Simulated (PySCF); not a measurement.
**Relaxation of singlet SeO₂I₂**

Computed with PBE0 in PySCF with Se def2-SVP, O def2-SVP, I def2-SVP with ECP28; scalar-relativistic core potentials, no spin–orbit coupling; density-fitted integrals. A (50,194) grid was used.

A hand-made square planar (ligand arrangement 1) start, of C2v symmetry, held to at least that symmetry:

```xyz
5
charge 0 multiplicity 1, angstrom
Se   -0.7923   -0.7923    0.0000
O    -2.4323   -0.7923    0.0000
O    -0.7923   -2.4323    0.0000
I     1.6977   -0.7923    0.0000
I    -0.7923    1.6977    0.0000
```

At each step, columns x, y, z (Å) and Fx, Fy, Fz (eV/Å):

```
step 0  E − E(last) = 93.57 kJ/mol
Se  -0.792  -0.792   0.000  -3.620  -3.620   0.000
O   -2.432  -0.792   0.000  -0.459   2.128   0.000
O   -0.792  -2.432   0.000   2.128  -0.459   0.000
I    1.698  -0.792   0.000   2.032  -0.080   0.000
I   -0.792   1.698   0.000  -0.080   2.032   0.000
step 1  E − E(last) = 26.36 kJ/mol
Se  -0.859  -0.859   0.000  -2.119  -2.117   0.000
O   -2.494  -0.700   0.000   0.694   0.315   0.000
O   -0.700  -2.494   0.000   0.316   0.692   0.000
I    1.738  -0.797   0.000   1.111  -0.001   0.000
I   -0.797   1.738   0.000  -0.001   1.111   0.000
step 2  E − E(last) = 7.16 kJ/mol
Se  -0.910  -0.910   0.000  -0.317  -0.316   0.000
O   -2.505  -0.682   0.000  -0.312   0.033   0.000
O   -0.682  -2.505   0.000   0.033  -0.312   0.000
I    1.783  -0.797   0.000   0.597  -0.001   0.000
I   -0.797   1.783   0.000  -0.001   0.597   0.000
step 3  E − E(last) = 1.97 kJ/mol
Se  -0.936  -0.936   0.000  -0.082  -0.082   0.000
O   -2.528  -0.678   0.000  -0.070  -0.119   0.000
O   -0.678  -2.528   0.000  -0.119  -0.070   0.000
I    1.824  -0.794   0.000   0.296  -0.025   0.000
I   -0.794   1.824   0.000  -0.025   0.296   0.000
step 4  E − E(last) = 0.38 kJ/mol
Se  -0.950  -0.950   0.000   0.040   0.037   0.000
O   -2.539  -0.684   0.000  -0.037  -0.087   0.000
O   -0.684  -2.539   0.000  -0.087  -0.035   0.000
I    1.857  -0.795   0.000   0.115  -0.030   0.000
I   -0.795   1.857   0.000  -0.031   0.116   0.000
step 5  E − E(last) = 0.05 kJ/mol
Se  -0.955  -0.955   0.000   0.035   0.034   0.000
O   -2.544  -0.691   0.000  -0.008  -0.031   0.000
O   -0.691  -2.544   0.000  -0.031  -0.009   0.000
I    1.875  -0.798   0.000   0.029  -0.025   0.000
I   -0.798   1.875   0.000  -0.025   0.030   0.000
step 6  E − E(last) = 0.01 kJ/mol
Se  -0.955  -0.955   0.000   0.015   0.016   0.000
O   -2.544  -0.693   0.000   0.001  -0.003   0.000
O   -0.693  -2.544   0.000  -0.003   0.001   0.000
I    1.882  -0.801   0.000   0.003  -0.016   0.000
I   -0.801   1.882   0.000  -0.016   0.003   0.000
step 7  E − E(last) = 0.00 kJ/mol
Se  -0.954  -0.954   0.000   0.005   0.004   0.000
O   -2.544  -0.694   0.000   0.003   0.005   0.000
O   -0.694  -2.544   0.000   0.005   0.003   0.000
I    1.883  -0.803   0.000  -0.002  -0.010   0.000
I   -0.803   1.883   0.000  -0.010  -0.002   0.000
```

It ends at C2v with Se–I 2.840 Å (×2), Se–O 1.611 Å (×2); I–Se–I 84.1°, I–Se–O 83.6° (×2), I–Se–O 167.7° (×2), O–Se–O 108.7° (after a last refinement on a finer grid). A frequency run shows 1 imaginary mode, down to 143i cm⁻¹, so it is a saddle point.

The relaxation took about 110 core-seconds on a shared host.
